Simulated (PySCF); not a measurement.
C₂H₃F₂, SMILES FC(F)[CH2], multiplicity 2.

Coordinates come from a B3LYP-D3(BJ)/def2-SVP optimisation. The isomer is the one that the SMILES or the coordinates give; other isomers of the formula were not compared.

These are M06-2X/def2-TZVPD (PySCF) values and carry that method's errors.

| Quantity | Value |
|---|---|
| total energy | -277.64799 hartree |
| α spin, highest occupied and lowest empty level | -8.69 and 0.54 eV |
| β spin, highest occupied and lowest empty level | -11.63 and -1.82 eV |
| dipole moment | 2.24 D |
| quadrupole, principal values (traceless, Buckingham form, about the centre of nuclear charge) | -4.77, 1.13, 3.64 D·Å |
| mean static polarisability | 28.5 bohr³ (4.22 Å³) |
| polarisability, principal values | 26.9, 28.0, 30.6 bohr³ |
| ⟨S²⟩ | 0.755 (pure state 0.75) |
